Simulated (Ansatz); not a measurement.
This geometry of Cl2GaHO (5 atoms, charge 0, multiplicity 1) is a first-order saddle point.

Method: RKS PBE-D4/def2-SVP (Ansatz).

```xyz
5
Properties=species:S:1:pos:R:3
O 0.264 1.378 -0.286
Ga 0.064 -0.388 -0.075
Cl 1.385 -1.499 1.200
Cl -1.395 -1.473 -1.215
H -0.269 1.909 0.334
```

**Question.** Which two structures does it join? (They come from a converged band through this point; their orientation in space is the band's.)

**Answer.** No bond is made or broken. The dihedral H5–O1–Ga2–Cl3 goes from -180 to 0°. The two ends are copies of one structure, up to a mirror image or an exchange of like atoms.

First end point:

```xyz
5
Properties=species:S:1:pos:R:3
O 0.267 1.374 0.255
Ga 0.117 -0.395 0.056
Cl 1.517 -1.649 1.071
Cl -1.428 -1.247 -1.172
H -0.424 1.843 -0.252
```

Last end point:

```xyz
5
Properties=species:S:1:pos:R:3
O -0.273 1.386 -0.159
Ga -0.090 -0.390 -0.103
Cl 1.472 -1.312 1.052
Cl -1.468 -1.581 -1.219
H 0.409 1.823 0.387
```

**Question.** How far does it lie above each of them?

**Answer.** 15.9 kJ/mol above the first and 15.9 kJ/mol above the second. This is the barrier of this one path; another mechanism may lie lower.

The run took 3.6 min on 1 thread of Intel(R) Xeon(R) Processor @ 2.70GHz, on a shared host, peak memory 0.14 GiB.
